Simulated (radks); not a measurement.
The numbers below are computed, except where a source is named.
Effect of the nuclear size on neutral argon, [Ar]. Level of theory: Dirac Kohn-Sham, exchange-only LDA, spin-unpolarised, spherical densities, finite nucleus; Fermi nuclear charge, rms radius 3.4274 fm (a radial shooting solver on a logarithmic mesh with Libxc functionals). The rms radius is varied about that value; shifts are against it.

[
 {"rms radius (fm)": "2.8002", "total energy shift (eV)": "-0.00614", "density at nucleus (e/bohr^3)": "4321", "1s1/2 shift (meV)": "-2.59", "2s1/2 shift (meV)": "-0.196"},
 {"rms radius (fm)": "3.1566", "total energy shift (eV)": "-0.00280", "density at nucleus (e/bohr^3)": "4310", "1s1/2 shift (meV)": "-1.18", "2s1/2 shift (meV)": "-0.089"},
 {"rms radius (fm)": "3.4274", "total energy shift (eV)": "0", "density at nucleus (e/bohr^3)": "4303", "1s1/2 shift (meV)": "0.000", "2s1/2 shift (meV)": "0.000"},
 {"rms radius (fm)": "3.6605", "total energy shift (eV)": "0.00259", "density at nucleus (e/bohr^3)": "4297", "1s1/2 shift (meV)": "1.09", "2s1/2 shift (meV)": "0.083"},
 {"rms radius (fm)": "4.202", "total energy shift (eV)": "0.00925", "density at nucleus (e/bohr^3)": "4285", "1s1/2 shift (meV)": "3.91", "2s1/2 shift (meV)": "0.295"}
]

Slopes of the eigenvalues against <r^2> in GHz/fm^2, as finite differences over the two radii next to the reference (eigenvalue slopes, not the field-shift constants of lines): 1s1/2 160, 2s1/2 12.1.
